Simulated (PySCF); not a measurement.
C₇H₁₁F₃P (charge +1).
Atom-mapped SMILES: `[CH2:1]=[CH:2][P@+:3]1([CH3:4])[CH2:5][CH2:6][C@H:7]1[C:8]([F:9])([F:10])[F:11]`

Structure used (GFN2-xTB), in Å, numbered top down from 1:
```
atom  x, y, z in Å
C1     2.9958    0.7558   -0.3487
C2     1.8448    0.4963   -0.9543
P3     0.4495   -0.2871   -0.1486
C4     0.7667   -0.8038    1.5490
C5    -0.5276   -1.4828   -1.1458
C6    -1.8124   -0.6395   -0.9424
C7    -1.1286    0.6432   -0.4116
C8    -1.6702    1.2803    0.8531
F9    -2.6936    2.0898    0.6450
F10   -0.6812    1.9883    1.4345
F11   -2.0435    0.3577    1.7484
H12    3.1886    0.5013    0.6809
H13    3.8003    1.2428   -0.8763
H14    1.6645    0.7591   -1.9904
H15    1.0213    0.0633    2.1607
H16   -0.1216   -1.2866    1.9585
H17    1.5966   -1.5127    1.5486
H18   -0.1984   -1.5140   -2.1847
H19   -0.5695   -2.5011   -0.7636
H20   -2.3889   -0.4805   -1.8513
H21   -2.4726   -1.0791   -0.1953
H22   -1.0305    1.4285   -1.1671
```

Probes without a nucleus sit at each ring's centroid and 1 Å off its mean plane on both sides; NICS is minus the shielding there, NICSzz its component along the normal. Level: GIAO PBE0/pcSseg-1 (PySCF, non-relativistic, gas phase) on the GFN2-xTB geometry, one conformer.

Ring bond lengths (Å), with Mayer bond orders in brackets: P3–C5 1.838 (1.00), C5–C6 1.550 (1.01), C6–C7 1.547 (0.96), C7–P3 1.851 (0.91).

What do the NICS probes read (ppm)?

| ring | type | NICS(0) | NICS(1), two faces | NICS(1)zz, two faces | rms pucker (Å) | centre to ring atoms, mean (Å) |
| --- | --- | --- | --- | --- | --- | --- |
| P3–C5–C6–C7 | 4-membered ring with P; formal bonds all single | -1.5 | -1.0 / -1.1 | 3.5 / 5.0 | 0.09 | 1.19 |

What do they say, and how far can they be read as aromaticity?

- P3–C5–C6–C7: mean NICS(1)zz 4.3 ppm, deshielded. P3, C5, C6, C7 have four or more neighbours, and the NICS criterion for π rings isn't applied.

At the first NICS(1) probe listed for ring P3–C5–C6–C7, 1 Å off the ring, what do the in-plane components average?

The isotropic value is a third of the trace: (3 × -1.0 − (3.5))/2 = -3.2 ppm.

Hardware: one thread of an Arm Neoverse V2, no GPU, on a shared host. Cost: 68 s of wall time (grids of density and orbitals included), 1.2 GiB resident at most. This is the whole shielding run at PBE0/pcSseg-1, SCF included.
